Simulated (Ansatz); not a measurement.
Compare A (`C=[CH][Al]([CH3])[CH3]`) with its isomer B (`C=[C](C)[AlH][CH3]`).

Calculated with Ansatz (gas phase, PBE0-D4/def2-TZVP geometries, no zero-point term in ΔE). CBS: MP2 limit from def2 TZ/QZ plus the TZ coupled-cluster correction, frozen cores. DFT in def2-TZVPP. B3LYP here is the variant with VWN-RPA as its local correlation; programs differ in this. One conformer a species, not always the lowest.

A:

Z-matrix (Å, degrees):
```
C
Al 1 1.956
H 1 1.093 2 113.7
H 1 1.095 2 111.3 3 122.1
H 1 1.097 2 110.3 3 -120.3
C 2 1.950 1 118.8 3 17.6
C 2 1.956 1 121.4 3 -162.4
C 6 1.336 2 121.6 1 -0.1
H 6 1.092 2 122.3 1 179.4
H 7 1.094 2 112.0 1 -141.2
H 7 1.093 2 113.0 1 -18.8
H 7 1.097 2 110.2 1 100.7
H 8 1.089 6 123.1 2 179.6
H 8 1.088 6 121.8 2 -0.4
```

B:

```xyz
14

C    -1.488   -0.711   -1.473
C    -0.768   -0.392   -0.392
C    -1.245   -0.766    0.981
Al    0.895    0.565   -0.749
C     2.088    1.108    0.700
H    -2.437   -1.247   -1.405
H    -1.162   -0.452   -2.478
H    -0.518   -1.405    1.494
H    -1.367    0.119    1.615
H    -2.202   -1.297    0.956
H     1.220    0.864   -2.279
H     2.904    1.752    0.367
H     2.537    0.228    1.175
H     1.541    1.635    1.489
```

Which is lower in electronic energy at CCSD(T)/CBS, and by how much? (Estimate.)

The calculation gave: A, by 9.2 kcal/mol.

Give E(B) − E(A) in kcal/mol with ωB97M-V, MP2/def2-TZVPP, CCSD/def2-TZVPP, PBE-D4, HF/def2-TZVPP, B2PLYP, B3LYP. (An estimate is asked.)

Ansatz gave: ωB97M-V 9.1, MP2/def2-TZVPP 8.8, CCSD/def2-TZVPP 8.9, PBE-D4 8.3, HF/def2-TZVPP 8.1, B2PLYP 9.1, B3LYP 9.2. None reverses the order clearly.

Largest T1 diagnostic: 0.010.
